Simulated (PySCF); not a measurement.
## Pt²⁺: excitation energy

Pt²⁺ [Xe] 4f14 5d8 (3F) → Pt²⁺ [Xe] 4f14 5d7 6p1 (high-spin determinant), as a difference of total energies. Computed with PySCF 2.14 in def2-QZVPPD with the def2 core potential (60 electrons) (7s5p4d4f2g, 88 functions), with scalar relativity through the core potential. Correlated levels: valence: 5s2 5p6 frozen. The calculations carry no spin-orbit coupling.

| method | excitation energy (eV) |
| --- | --- |
| UHF | 10.626 |
| MP2 (valence) | 11.488 |
| SCS-MP2 (valence) | 11.761 |
| CCSD (valence) | 11.327 |
| CCSD(T) (valence) | 11.345 |

How much does correlation contribute at CCSD(T) (valence)?

11.345 − (10.626) = 0.719 eV, measured against UHF.

The determinant of the upper state mixes LS terms, which raises its energy above the lowest term, most at the Hartree-Fock and MP2 levels.
